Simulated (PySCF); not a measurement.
Species: C3H5O2Si (charge -1).
Atom-mapped SMILES: `[O:1]=[CH:2]/[C:3]([SiH3:4])=[CH:5]\[O-:6]` (hydrogens: H7 on C2; H8, H9, H10 on Si4; H11 on C5)

Structure used (PBE0-D3(BJ)/def2-TZVP), in Å, numbered top down from 1:
```
atom  x, y, z in Å
O1     1.1362   -2.0263    0.4059
C2     1.4115   -0.8479    0.1506
C3     0.4820    0.2203    0.0809
Si4   -1.2670   -0.2028    0.3982
C5     0.9062    1.5441   -0.2203
O6     2.0471    1.9526   -0.4510
H7     2.4679   -0.5675   -0.0454
H8    -1.5642   -0.7577    1.7583
H9    -1.8815   -1.1822   -0.5555
H10   -2.1087    1.0370    0.2861
H11    0.0723    2.2898   -0.2438
```

Method used: PBE0-D3(BJ)/def2-TZVP geometry optimisation, gas phase (PySCF).

Masses are those of the commonest isotopes; rigid-rotor values at the optimised geometry. The values belong to one conformer with, in the numbering `[O:1]=[CH:2]/[C:3]([SiH3:4])=[CH:5]\[O-:6]`, O1–C2–C3–Si4 0°.

(1) Give the principal moments of inertia and the rotational constants in GHz.

(2) Classify the top.

(3) Is it planar, by Δ = Ic − Ia − Ib?

(4) Give the other two planar moments, Paa and Pbb, and the rms extents of the mass along the axes.

(5) List the rotational levels J(Ka,Kc) to J = 4 (MHz).

(6) Which types of transition are allowed, and where do some lines up to J = 3 fall?

(7) Estimate the classical rotational partition function at 10 K, 25 K and 50 K.

Answers

(1) Ia = 136.30, Ib = 218.88, Ic = 349.50 u·Å²; 505379 MHz·u·Å²/I gives 3708, 2309 and 1446 MHz, that is A = 3.7078, B = 2.3089, C = 1.4460 GHz.

(2) An asymmetric top; Ray's κ = -0.237.

(3) Not planar: Δ = Ic − Ia − Ib = -5.68 u·Å². For a rigid frame Δ = −2 Σ m c², so Σ m c² = 2.84 u·Å² lies off the ab plane, practically all of it from hydrogen. The atom farthest from that plane is 1.19 Å away.

(4) Paa = Σ m a² = (Ib + Ic − Ia)/2 = 216.04 and Pbb = Σ m b² = (Ia + Ic − Ib)/2 = 133.46 u·Å². With the mass M = 101.01 u, the rms extents √(P/M) along a, b and c are 1.46, 1.15, 0.17 Å.

(5) Above 0(0,0):
J = 1: 1(0,1) 3755, 1(1,1) 5154, 1(1,0) 6017
J = 2: 2(0,2) 10971, 2(1,2) 11801, 2(1,1) 14390, 2(2,1) 18586, 2(2,0) 18880
J = 3: 3(0,3) 21233, 3(1,3) 21611, 3(1,2) 26721, 3(2,2) 29851, 3(2,1) 31147, 3(3,1) 39163, 3(3,0) 39230
J = 4: 4(0,4) 34323, 4(1,4) 34465, 4(1,3) 42662, 4(2,3) 44636, 4(2,2) 47849, 4(3,2) 54622, 4(3,1) 55055, 4(4,1) 67069, 4(4,0) 67082

(6) The dipole components (about the centre of mass, as the species is charged) are |μa| = 0.69 D, |μb| = 1.70 D, |μc| = 0.00 D; the mirror of this Cs structure is the ab plane, so μc vanishes by symmetry and there are no c-type lines. Intensities carry the squares of the components, which stand as 0.16 : 1.00 (a : b). Some lines, for components of 0.1 D or more:

```
type  branch         J(Ka,Kc)    MHz  lower level (cm⁻¹)
   a       Q  1(1,0) ← 1(1,1)    863               0.172
   b       Q  1(1,0) ← 1(0,1)   2262               0.125
   a       Q  2(1,1) ← 2(1,2)   2589               0.394
   b       Q  2(2,0) ← 2(1,1)   4490               0.480
   b       R  1(1,1) ← 0(0,0)   5154               0.000
   b       R  2(0,2) ← 1(1,1)   5818               0.172
   a       R  2(1,2) ← 1(1,1)   6647               0.172
   a       R  2(0,2) ← 1(0,1)   7216               0.125
   b       Q  3(3,0) ← 3(2,1)   8083               1.039
   a       R  3(0,3) ← 2(0,2)  10262               0.366
   b       R  3(1,3) ← 2(0,2)  10639               0.366
   a       R  3(2,1) ← 2(2,0)  12268               0.630
   b       R  2(2,0) ← 1(1,1)  13726               0.172
```

(7) Point group Cs, symmetry number σ = 1; q = (√π/σ)·√((kT/h)³/(ABC)), k/h = 20836.6 MHz/K: 1520 at 10 K, 5990 at 25 K, 16900 at 50 K.

Stationary, but not proved a minimum. Geometry: PBE0-D3(BJ)/def2-TZVP, one conformer, isolated ion. Zero-point vibration and centrifugal distortion are left out. A rigid rotor knows nothing of internal rotation, which can split or shift real lines.
